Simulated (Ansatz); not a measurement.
One change: `BB1CO1` becomes `OB1CO1`.

Ansatz, PBE0-D4/def2-TZVP geometries, multiplicity 1. Each molecule was computed in one conformer, which needn't be the lowest.

```tsv
property	`BB1CO1`
HOMO energy (PBE/def2-TZVPP) / eV	-6.74
HOMO energy (ωB97M-V/def2-TZVPP) / eV	-10.20
HOMO energy (B3LYP/def2-TZVPP) / eV	-7.75
HOMO–LUMO gap (PBE0/def2-TZVPP) / eV	5.73
LUMO energy (PBE0/def2-TZVPP) / eV	-2.23
size of the dipole moment (ωB97M-V/def2-TZVPP) / D	1.18
```

Task: Give the same properties after the change, and the shifts. (An estimate is asked.)

Result: Computed: 
| property | `OB1CO1` | shift |
| --- | --- | --- |
| HOMO energy (PBE/def2-TZVPP) / eV | -6.65 | 0.09 |
| HOMO energy (ωB97M-V/def2-TZVPP) / eV | -10.42 | -0.22 |
| HOMO energy (B3LYP/def2-TZVPP) / eV | -7.87 | -0.12 |
| HOMO–LUMO gap (PBE0/def2-TZVPP) / eV | 8.51 | 2.78 |
| LUMO energy (PBE0/def2-TZVPP) / eV | 0.42 | 2.65 |
| size of the dipole moment (ωB97M-V/def2-TZVPP) / D | 2.99 | 1.81 |

With PBE0 the HOMO falls by 0.13 eV and the LUMO rises by 2.65 eV, so the gap widens by about 2.78 eV. PBE moves the HOMO by 0.09 eV and ωB97M-V by -0.22 eV. The zero-point energy changes by -12.7 kJ/mol with -3 modes. Dipoles are sizes alone; their direction can turn.

B3LYP here is the variant with VWN-RPA as its local correlation; programs differ in this.
